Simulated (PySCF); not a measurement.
Match the calculated data to a structure.

All candidates are C8H13OP.

- 13C NMR: chemical shifts (computed TMS as zero) by class: 105.5 (1 C), 84.3 (1 C), 43.2 (1 C), 36.0 (1 C), 34.4 (1 C), 33.0 (1 C), 22.6 (1 C), 5.3 (1 C) ppm [GIAO PBE0/pcSseg-1]
- 1H NMR: chemical shifts (computed TMS as zero) by class: 2.29 (1 H), 2.10 (3 H), 2.04 (1 H), 1.93 (1 H), 1.78 (1 H), 1.70 (1 H), 1.64 (1 H), 1.58 (1 H), 1.19 (3 H) ppm [GIAO PBE0/pcSseg-1]
- Dipole: 4.70 D [PBE0/pcSseg-1]
- NMR, other nuclei: isotropic shieldings of nuclei other than C and H, by class: 206 (1 O), 310 (1 P) ppm [GIAO PBE0/pcSseg-1]
- Rotational structure: rotational constants A, B, C: 2.246, 0.667, 0.616 GHz [GFN2-xTB]

Electronic properties: PySCF, gas phase, density fitting. Levels stand in brackets. Isolated species at its GFN2-xTB geometry (one conformer only). NMR classes are plain means over equivalent atoms (diastereotopic ones count apart unless rotation or inversion swaps them), as if these changed places fast.

**Question.** Which candidate is it?
A. `CCC1=C(OC)P1C1CC1`
B. `CC#C[P@@]1(=O)CC[C@H](C)C1`
C. `C#CC[P@@]1(=O)CCC[C@H]1C`

**Answer.** B. It is `CC#C[P@@]1(=O)CC[C@H](C)C1`. Numbering: `[CH3:1][C:2]#[C:3][P@@:4]1(=[O:5])[CH2:6][CH2:7][C@H:8]([CH3:9])[CH2:10]1`. 8 carbons fall into 8 classes; from least to most shielded: alkyne carbon [C2] (105.5 ppm), alkyne carbon [C3] (84.3 ppm), ring sp3 carbon bound to phosphorus [C10] (43.2 ppm), sp3 CH carbon [C8] (36.0 ppm), ring CH2 carbon [C7] (34.4 ppm), ring sp3 carbon bound to phosphorus [C6] (33.0 ppm), methyl carbon [C9] (22.6 ppm), propargylic carbon [C1] (5.3 ppm). Hydrogen classes from least to most shielded: 1 H on an sp3 CH carbon, C8 (2.29 ppm), 3 H on a propargylic carbon, C1 (2.10 ppm), 1 H on an sp3 carbon bound to phosphorus, C6 (2.04 ppm), 1 H on an sp3 carbon bound to phosphorus, C6 (1.93 ppm), 1 H on a ring CH2 carbon, C7 (1.78 ppm), 1 H on an sp3 carbon bound to phosphorus, C10 (1.70 ppm), 1 H on an sp3 carbon bound to phosphorus, C10 (1.64 ppm), 1 H on a ring CH2 carbon, C7 (1.58 ppm), 3 H on a methyl carbon, C9 (1.19 ppm, a mean of values up to 0.8 ppm apart in this geometry). The other shieldings belong to: 206 ppm, phosphoryl oxygen [O5]; 310 ppm, phosphoryl phosphorus [P4]. The optimised geometry has point group C1 and is an asymmetric top.

The others, at the same levels:
- `CCC1=C(OC)P1C1CC1` fails: it has 7 carbon classes against 8; its computed 13C shifts are 152.9 (1 C), 97.8 (1 C), 61.7 (1 C), 23.5 (1 C), 21.0 (1 C), 14.2 (1 C), 3.2 (2 C) ppm, 1H shifts are 4.10 (3 H), 2.61 (2 H), 1.21 (3 H), 0.52 (2 H), 0.24 (2 H), -0.05 (1 H) ppm and rotational constant A is 1.191 GHz (against 2.246 GHz).
- `C#CC[P@@]1(=O)CCC[C@H]1C` fails: its computed 13C shifts are 84.2 (1 C), 79.2 (1 C), 43.7 (1 C), 39.2 (1 C), 29.5 (1 C), 27.3 (1 C), 22.6 (1 C), 13.9 (1 C) ppm, 1H shifts are 2.87 (1 H), 2.85 (1 H), 2.15 (1 H), 2.04 (1 H), 1.95 (1 H), 1.85 (1 H), 1.85 (1 H), 1.73 (1 H), 1.48 (3 H), 1.47 (1 H), 1.41 (1 H) ppm and rotational constant A is 1.307 GHz (against 2.246 GHz).

Each candidate is one conformer, not necessarily the lowest. The conformers computed, where there is a choice (atom-mapped SMILES and torsion angles):
- `[CH3:1][CH2:2][C:3]1=[C:4]([O:5][CH3:6])[P:7]1[CH:8]1[CH2:9][CH2:10]1`: C1–C2–C3–C4 126°, C3–C4–O5–C6 175°, C4–P7–C8–C9 171°

The conformers of `CC#C[P@@]1(=O)CC[C@H](C)C1` and `C#CC[P@@]1(=O)CCC[C@H]1C` aren't listed.
